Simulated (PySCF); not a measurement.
# Reading the logs of faulty runs: BCH6NO

All numbers below are calculated, not measured. The program is PySCF 2.14.0, an open-source quantum chemistry code, run on an isolated molecule that a program drew, which may never have been made. The molecule is BCH6NO (charge 0, singlet), drawn as the SMILES string `CNBO`.

Each row is a Hartree-Fock (HF) and frozen-core CCSD(T) single point in the cc-pVDZ basis, meant for a local HF minimum. Run 1 is clean. Each other run has one planted mistake out of seven kinds, and not every kind appears here: one electron removed, one electron added, multiplicity raised by two, geometry at a saddle point, minimal basis STO-3G, one bond length entered in bohr, all coordinates scaled. The reference is restricted for singlets and unrestricted otherwise, and also for a bond in bohr. Adding or removing an electron swaps singlet and doublet. Electrons count all cores. HOMO and LUMO are orbital energies over both spins, the gradient is its largest component, and the lowest frequency (negative if imaginary) is given only where the gradient is small. Bond lengths are over the 9 bonds as drawn. T1 is the CCSD diagnostic: over 0.02 (restricted) or 0.045 (unrestricted) a single reference is doubtful.

Geometry of the clean run:
```xyz
10
BCH6NO, angstrom
C    -0.6553   -1.1262    0.8745
N    -1.2833    0.0801    0.3905
B    -0.9409    0.8796   -0.7142
O     0.1024    0.6387   -1.5610
H    -1.3328   -1.9837    0.8340
H     0.2163   -1.3753    0.2690
H    -0.3094   -1.0171    1.9059
H    -2.0746    0.3675    0.9275
H    -1.6068    1.8521   -0.9433
H     0.6122   -0.1306   -1.3652
```

```
run,electrons,basis functions,<S^2>,HOMO (eV),LUMO (eV),gradient (hartree/bohr),lowest frequency (cm^-1),mean bond (Å),longest bond (Å),T1,HF (hartree),CCSD(T) (hartree),mistake
1,32,86,0.000,-10.55,4.63,1.9e-05,56,1.1816,1.444,0.0122,-195.45546,-196.09787,no fault
2,32,86,0.000,-10.52,4.45,3.1e-02,-,1.2253,1.497,0.0134,-195.44273,-196.09416,all coordinates scaled
3,32,86,0.701,-10.80,2.11,2.0e-02,-,1.2894,2.060,0.0547,-195.32708,-195.96862,one bond length entered in bohr
4,31,86,0.764,-19.50,-6.69,1.1e-01,-,1.1816,1.444,0.0263,-195.14471,-195.75346,one electron removed
5,33,86,0.753,3.76,9.54,5.4e-02,-,1.1816,1.444,0.0355,-195.29932,-195.96395,?
```

**Which mistake was planted in run 5, and what did it cost?**

It counts 33 electrons, one more than the clean run, at the same geometry and basis. So the mistake is: one electron added. Subtracting run 1 and multiplying by 627.51 kcal/mol a hartree, the energy moved by 98.0 kcal/mol in HF and 84.0 kcal/mol in CCSD(T).

Cautions from the logs. Run 3: T1 is over the limit, so its CCSD(T) energy is less reliable; run 5: the HOMO is above zero, so the electron isn't bound and the energy depends on the basis.
